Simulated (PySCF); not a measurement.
This PySCF input asks for the NMR shieldings of SMILES COB(CB(F)F)C(C)C, C5H12B2F2O; the geometry comes from GFN2-xTB.

```python
import basis_set_exchange as bse
import numpy as np
from pyscf import gto, dft
from pyscf.prop import nmr

atoms = """
C    -2.091228   -1.611497   -0.490377
O    -0.736650   -1.222829   -0.448122
B    -0.250765   -0.085123    0.028378
C    -1.198197    1.065611    0.670090
B    -1.784648    1.947545   -0.472917
F    -2.948220    1.707271   -1.062885
F    -1.144049    2.978043   -0.998155
C     1.333854    0.145988   -0.091236
C     2.002824    0.444621    1.258065
C     2.049555   -1.032845   -0.757850
H    -2.435548   -1.886425    0.509880
H    -2.163161   -2.481332   -1.144483
H    -2.723486   -0.810751   -0.877040
H    -1.996668    0.589414    1.237395
H    -0.607681    1.676425    1.347363
H     1.488270    1.029390   -0.723778
H     1.854873   -0.384350    1.946207
H     1.592940    1.344482    1.708610
H     3.073005    0.589095    1.123697
H     3.107239   -0.814700   -0.893490
H     1.957227   -1.923663   -0.141899
H     1.610104   -1.244986   -1.728301
"""
names = dict.fromkeys(["C", "O", "B", "F", "H"], "pcSseg-1")
basis = {el: gto.basis.parse(bse.get_basis(n, elements=[el], fmt="nwchem")) for el, n in names.items()}
mol = gto.M(atom=atoms, basis=basis, charge=0, verbose=0)
mf = dft.RKS(mol, xc="PBE0")
mf.grids.level = 2
mf.grids.alignment = dft.numint.BLKSIZE   # the property module wants whole blocks of grid points
mf.conv_tol = 1e-9
mf.kernel()

calc = nmr.RKS(mf)   # GIAO
C = mf.mo_coeff
Co = C[:, mf.mo_occ > 0]
resp = mf.gen_response(singlet=True, hermi=2)
def vind(x):   # induced exchange potential for any number of trial vectors
    d = np.einsum("pi,xij,qj->xpq", C, 2 * x.reshape(-1, C.shape[1], Co.shape[1]), Co, optimize=True)
    return np.einsum("xpq,pi,qj->xij", resp(d - d.transpose(0, 2, 1)), C, Co, optimize=True).ravel()
mo1, _ = nmr.rhf.solve_mo1(calc, with_cphf=vind)
sigma = calc.kernel(mo1)
for i, s in enumerate(sigma):   # ppm
    w = np.linalg.eigvalsh((s + s.T) / 2)
    print("%2d %-2s iso %8.1f  s11 %8.1f  s22 %8.1f  s33 %8.1f" % (i, mol.atom_pure_symbol(i), w.mean(), *w))
```

Task: What are the results?

Result: 
```
 0 C  iso    130.7  s11    104.8  s22    105.7  s33    181.5
 1 O  iso    161.6  s11    -35.9  s22    166.6  s33    354.2
 2 B  iso     51.2  s11     14.8  s22     48.2  s33     90.6
 3 C  iso    177.5  s11    148.3  s22    182.9  s33    201.3
 4 B  iso     72.4  s11     43.0  s22     79.3  s33     94.8
 5 F  iso    239.8  s11     64.9  s22    302.1  s33    352.3
 6 F  iso    236.2  s11     58.6  s22    293.7  s33    356.2
 7 C  iso    161.0  s11    143.2  s22    166.2  s33    173.5
 8 C  iso    165.7  s11    147.2  s22    164.0  s33    185.8
 9 C  iso    167.1  s11    155.4  s22    161.9  s33    184.1
10 H  iso     27.8  s11     24.4  s22     25.3  s33     33.5
11 H  iso     27.5  s11     23.3  s22     26.0  s33     33.2
12 H  iso     27.4  s11     22.4  s22     28.0  s33     31.9
13 H  iso     30.9  s11     27.8  s22     29.0  s33     36.0
14 H  iso     30.3  s11     26.2  s22     29.6  s33     35.1
15 H  iso     30.7  s11     27.0  s22     29.6  s33     35.4
16 H  iso     31.1  s11     27.6  s22     29.0  s33     36.6
17 H  iso     30.3  s11     25.3  s22     29.8  s33     36.0
18 H  iso     30.6  s11     26.4  s22     28.3  s33     37.0
19 H  iso     31.0  s11     26.4  s22     28.8  s33     37.7
20 H  iso     30.9  s11     27.3  s22     29.2  s33     36.2
21 H  iso     30.4  s11     25.5  s22     29.2  s33     36.6
```

These numbers come from an equivalent density-fitted implementation of the same equations, which agrees with the script to about 0.01 ppm for H and up to a few tenths of a ppm for heavy atoms, so last digits may differ.

Size and cost of the density-fitted run: 230 basis functions, 64 s wall time on 1 thread of an Intel Xeon, shared host; peak memory 1.1 GiB.
